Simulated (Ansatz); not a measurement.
Program: Ansatz. Geometries: PBE0-D4/def2-TZVP. ΔE: electronic, gas phase. CCSD(T)/CBS is the MP2 limit (def2-TZVPP, def2-QZVPP) plus CCSD(T) − MP2 in def2-TZVPP, frozen cores. Functionals use def2-TZVPP. For Ge outer-core shells are correlated without core-valence functions, which leaves a few kJ/mol of doubt a bond. Scalar relativity is left out up to krypton. One conformer a species, not always the lowest.

Consider the ligand exchange at a B–O bond: `BOC(C)F` + `[OH][GeH2][F]` → `B[O][GeH2][F]` + `CC(O)F`.

`BOC(C)F`:

Cartesian coordinates in Å:
```
B 1.807 -0.880 -0.227
O 0.727 -0.464 0.463
C -0.117 0.532 -0.035
C -1.546 0.204 0.278
F 0.230 1.706 0.586
H 2.492 -1.710 0.291
H 2.031 -0.428 -1.317
H 0.068 0.674 -1.107
H -2.195 1.012 -0.062
H -1.662 0.075 1.355
H -1.835 -0.720 -0.224
```

`[OH][GeH2][F]`:

Z-matrix (Å, degrees):
```
Ge
F 1 1.738
O 1 1.761 2 107.6
H 1 1.526 2 107.8 3 114.3
H 1 1.534 2 105.1 3 -119.6
H 3 0.960 1 113.6 2 -67.0
```

`B[O][GeH2][F]`:

Cartesian coordinates in Å:
```
B 1.483 -0.527 -0.065
O 0.398 -0.140 -0.763
Ge -1.102 0.490 -0.045
F -2.131 -0.888 0.135
H 2.412 -0.975 -0.676
H 1.512 -0.412 1.136
H -0.825 1.040 1.357
H -1.746 1.410 -1.078
```

`CC(O)F`:

Cartesian coordinates in Å:
```
C 0.641 0.791 0.126
C -0.314 -0.363 0.169
O -0.725 -0.660 -1.110
F 0.331 -1.468 0.715
H 1.473 0.547 -0.537
H 0.135 1.680 -0.253
H 1.025 0.996 1.125
H -1.167 -0.176 0.835
H -1.398 -1.347 -1.070
```

Question: Is it downhill or uphill in electronic energy at CCSD(T)/CBS, and by how much? (Best estimate.)

Answer: Computed: Nearly level: ΔE = -1.7 kJ/mol.

Question: What do these levels give: PBE, PBE0, CCSD/def2-TZVPP, SCS-MP2/def2-QZVPP, MP2/CBS(def2), CCSD/CBS(def2)? (An estimate is asked.)

Answer: Ansatz gave: PBE -1.2, PBE0 -2.2, CCSD/def2-TZVPP -3.2, SCS-MP2/def2-QZVPP -2.2, MP2/CBS(def2) -1.3, CCSD/CBS(def2) -2.2 kJ/mol.

Largest T1 diagnostic among the species: 0.013.
